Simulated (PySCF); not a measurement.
**Exercise with solution: entropy of an ideal gas**

ZnBr, SMILES [Br][Zn+], charge +1.

Geometry: PBE0-D3(BJ)/def2-TZVP. The multiplicity is an assumed one; other spin states were not compared.

PBE0-D3(BJ)/def2-TZVP run with PySCF 2.14.0 gives the harmonic wavenumbers 337 cm⁻¹ and the rotational temperature 0.1403 K. The molar mass is 145.28 g/mol, the symmetry number 1, the spin multiplicity 1.

Question: Work out the entropy at 298.15 K and 1 atm in the rigid-rotor, harmonic-oscillator model.

Answer: 
Translation (Sackur–Tetrode at 1 atm): S = R[1.5 ln M + 2.5 ln T − 1.16487] = 170.8 J/(mol K).
Rotation: q = T/(σ θ) = 2130, S = R[ln q + 1] = 72.0 J/(mol K).
Vibration: with u = 1.4388 ν/T, each mode gives R[u/(e^u − 1) − ln(1 − e^−u)]:
| ν (cm⁻¹) | modes | u | S (J/(mol K)) |
|---|---|---|---|
| 337 | 1 | 1.63 | 5.13 |
These are all the modes. Sum 5.1 J/(mol K).
Spin: R ln 1 = 0.0 J/(mol K).
Total 248.0 J/(mol K); the program's own thermochemistry gives 248.0. Translation makes up 69 % and vibration 2 %. Anharmonicity, hindered rotation and orbital degeneracy are left out.
